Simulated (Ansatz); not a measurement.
`[OH][Ge][F]` + H₂ → `[F][GeH]` + H₂O at 500 K and 1 bar (hydrogenolysis of a Ge–O bond).

Calculated with Ansatz (gas phase, PBE0-D4/def2-TZVP geometries, no zero-point term in ΔE). CCSD(T)/CBS is the MP2 limit (def2-TZVPP, def2-QZVPP) plus CCSD(T) − MP2 in def2-TZVPP, frozen cores. This one scheme is used for every species. For Ge outer-core shells are correlated without core-valence functions, which leaves a few kJ/mol of doubt a bond. Scalar relativity is left out up to krypton. One conformer a species, not always the lowest.

```
      species  CCSD(T)/CBS energy (Eh)  H − E (kJ/mol)  S (J/(mol·K))
`[OH][Ge][F]`              -2251.74560            65.5          312.0
           H₂                 -1.17544            41.0          145.5
   `[F][GeH]`              -2176.50038            39.0          274.7
          H₂O                -76.37941            73.2          206.3
```

H − E and S are ideal-gas, rigid-rotor, harmonic terms from PBE0-D4/def2-TZVP, for one conformer and one mirror image of each species. The MP2-based limit puts H₂ 0.8 mEh under its directly extrapolated value; such offsets cancel only in part. 1 Eh = 2625.50 kJ/mol, R = 8.31446 J/(mol·K).

By hand: ΔE, ΔH, ΔS and ΔG.

ΔE = (-2176.50038) + (-76.37941) − (-2251.74560) − (-1.17544) = 0.04125 Eh = 108.3 kJ/mol. Δ(H − E) = 39.0 + 73.2 − 65.5 − 41.0 = 5.7, so ΔH = 114.0 kJ/mol. ΔS = 274.7 + 206.3 − 312.0 − 145.5 = 23.5 J/(mol·K). ΔG = 114.0 − 500 × (23.5)/1000 = 102.2 kJ/mol.

By hand: the equilibrium constant, and the temperature at which ΔG would vanish if ΔH and ΔS stayed fixed.

log₁₀ K = −ΔG/(RT ln 10) = -10.7. ΔG = 0 at ΔH/ΔS = 4851 K, far beyond where these terms or the molecules hold.

ΔH outweighs TΔS. A doubt of 5 kJ/mol in ΔE shifts log₁₀ K by 0.5 here. Other conformers and mirror images would add mixing entropy, several J/(mol·K) or more a flexible species. These are equilibria of isolated gas molecules and say nothing of rates. Largest T1 diagnostic: 0.015 (customary marks: 0.02 for closed shells, 0.045 for open ones).
